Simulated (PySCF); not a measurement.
## Energy of Au⁺ (gold, charge +1) between two integer charges

The 5d beta orbital of [Xe] 4f14 5d10 is emptied in steps (occupation f), with all orbitals relaxed, ending at [Xe] 4f14 5d9. All numbers are calculated (PySCF 2.14, a scalar-relativistic core potential, in aug-cc-pVTZ-PP with ECP60MDF (6s6p5d3f2g, 88 functions)). The exact energy is a straight line in f; departures are measured from the line between the end points of the same method.

```tsv
f	BHandHLYP (eV)	wB97X (eV)	B3LYP (eV)
1	0.000	0.000	0.000
0.8	-0.324	-0.206	-0.676
0.6	-0.493	-0.314	-1.020
0.4	-0.499	-0.320	-1.026
0.2	-0.337	-0.217	-0.688
0	0.000	0.000	0.000
```

Question: For B3LYP, how does the orbital energy at f = 1 compare with the removal energy?

Answer: −ε = 16.681 eV against a total-energy difference of 20.872 eV. By Janak's theorem ε = ∂E/∂f, so the gap between them reflects the curvature. Along the path −ε is 18.316 (f = 0.8), 19.990 (f = 0.6), 21.698 (f = 0.4), 23.434 (f = 0.2) eV.

```tsv
method	E(f=0) − E(f=1) (eV)	−ε at f=1 (eV)	−ε at f=0.4 (eV)
BHandHLYP	20.439	18.444	20.824
wB97X	20.617	19.356	20.858
B3LYP	20.872	16.681	21.698
```

Reference removal energy between the ground levels: 20.203 ± 0.025 eV (measured; NIST Atomic Spectra Database, ionization energies). The calculation has no spin-orbit coupling.
